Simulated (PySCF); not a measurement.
Xe(36+): ionisation energy

Xe(36+) [Ar] (1S) → Xe(37+) [Ne] 3s2 3p5 (2P), as a difference of total energies. Calculation: PySCF 2.14, in an uncontracted even-tempered set (16 s from 6.2 bohr⁻², ratio 2.5; 10 p from 8.1 bohr⁻², ratio 2.5; 5 d from 37 bohr⁻², ratio 2.7; 4 f from 55 bohr⁻², ratio 2.7); no relativity, point nucleus. Correlated levels: outer shells: 1s2 frozen; virtual orbitals above 40 to 60 times the deepest correlated orbital energy dropped. The calculations carry no spin-orbit coupling.

| method | ionisation energy (eV) |
| --- | --- |
| UHF | 2540.4 |
| MP2 (outer shells) | 2541.3 |
| SCS-MP2 (outer shells) | 2541.2 |
| CCSD (outer shells) | 2541.2 |
| CCSD(T) (outer shells) | 2541.2 |

A first-order spin-orbit estimate (lowest level to lowest level, LS coupling) adds -20.241 eV.

All relativistic terms are absent from these numbers, so their closeness to the reference says little about the methods.

For comparison: 2556 ± 5 eV (theoretical estimate listed by NIST; NIST Atomic Spectra Database, ionization energies).
